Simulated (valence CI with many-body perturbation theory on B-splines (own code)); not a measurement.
## Questions on Tm37+

Method: configuration interaction combined with many-body perturbation theory (CI+MBPT): four valence electrons over a frozen Dirac-Fock core [Ar] 3d10, a basis of 11 s, 11 p, 9 d, 7 f, 5 g, 2 h, 1 i functions for each j, with the one-electron correlation potential Σ1 (screened to all orders), the two-electron term Σ2, the three-electron term Σ3, Breit, model QED; selected single and double excitations, second order for the rest (own B-spline code, finite nucleus).

The last digits are not significant, and no measured levels were compared; by estimate large intervals hold to a few tenths of a per cent, small ones and those within an open d or f shell to about a per cent.

Levels are named by their leading jj configuration (3d3/2^4 stands for four electrons in 3d with j = 3/2), which in mixed levels can hold well under half, so a name can repeat and another be missing.

Rates and lifetimes use the calculated energies. Strong lines usually hold to 10 to 20 %, long lifetimes can be off by a factor of two.

Q: What is the ground level?

A: (4s^2 4p1/2^2) J=0, composition 71 % 4s2.4p2 3P + 28 % 4s2.4p2 1S.

Q: Where does the other parity begin?

A: At (4s 4p1/2^2 4p3/2) J=2, 145.33 eV.

Q: How well does LS coupling describe the low levels?

A: Among the lowest 20 levels the leading LS term, summed over configurations, holds 59 % on average. For single configurations the figures are 57 % in LS and 83 % in jj coupling. Terms mix most in the J = 2 level at 222.44 eV, where the leading one holds 35 %.

Q: Name the longest-lived excited levels whose lifetime is computed, and their main decay.

A: (4s^2 4p1/2 4p3/2) J=2 at 65.58 eV lives 30.0 μs, mostly by E2 to (4s^2 4p1/2^2) J=0; (4s^2 4p3/2 4d5/2) J=4 at 278.63 eV lives 753 ns, mostly by M1 to (4s^2 4p1/2 4d5/2) J=3; (4s^2 4p1/2 4p3/2) J=1 at 61.74 eV lives 638 ns, mostly by M1 to (4s^2 4p1/2^2) J=0.

Q: What is the ionisation energy?

A: 1707.9 eV; NIST lists 1706 ± 4 eV (theoretical).

Q: What are the static dipole polarisabilities of the lowest levels?

A: (4s^2 4p1/2^2) J=0 0.0460; (4s^2 4p1/2 4p3/2) J=1 0.0528 (tensor 0.0019); (4s^2 4p1/2 4p3/2) J=2 0.0526 (tensor 0.0035) bohr³, of which the core gives 0.00302.

Q: Among levels below 397.86 eV, which E1 lines absorb most strongly from the ground level?

A: to (4s^2 4p1/2 4d3/2) J=1 at 5.832 nm, f = 1.49; to (4s 4p1/2^2 4p3/2) J=1 at 7.821 nm, f = 0.505; to (4s 4p1/2 4p3/2^2) J=1 at 5.520 nm, f = 0.0995.
